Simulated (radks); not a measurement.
Effect of the nuclear size on the terbium ion Tb+, [Xe] 4f9 6s1. Method: Dirac Kohn-Sham, exchange-only LDA, spin-unpolarised, spherical densities, finite nucleus; open shells fill j = l - 1/2 first; Fermi nuclear charge, rms radius 5.06 fm; computed with a radial shooting solver on a logarithmic mesh with Libxc functionals. The rms radius is varied about that value; shifts are against it.

| rms radius (fm) | total energy shift (eV) | density at nucleus (e/bohr^3) | 1s1/2 shift (meV) | 2s1/2 shift (meV) | 5s1/2 shift (meV) | 5p1/2 shift (meV) | 6s1/2 shift (meV) | 4f7/2 shift (meV) | 6p1/2 (empty) shift (meV) |
|---|---|---|---|---|---|---|---|---|---|
| 4.3516 | -5.85 | 7.116e+05 | -2410 | -313 | -2.46 | 0.170 | -0.205 | 0.352 | 0.056 |
| 4.5591 | -4.20 | 7.029e+05 | -1730 | -225 | -1.77 | 0.122 | -0.147 | 0.253 | 0.041 |
| 5.06 | 0 | 6.839e+05 | 0.000 | 0.000 | 0.000 | 0.000 | 0.000 | 0.000 | 0.000 |
| 5.2928 | 2.06 | 6.759e+05 | 850 | 110 | 0.867 | -0.060 | 0.072 | -0.124 | -0.020 |
| 5.6571 | 5.43 | 6.641e+05 | 2240 | 290 | 2.28 | -0.158 | 0.190 | -0.327 | -0.052 |

Slopes of the eigenvalues against <r^2> in GHz/fm^2, as finite differences over the two radii next to the reference (eigenvalue slopes, not the field-shift constants of lines): 1s1/2 86300, 2s1/2 11200, 5s1/2 88.1, 5p1/2 -6.09, 6s1/2 7.35, 4f7/2 -12.6, 6p1/2 (empty) -2.02.
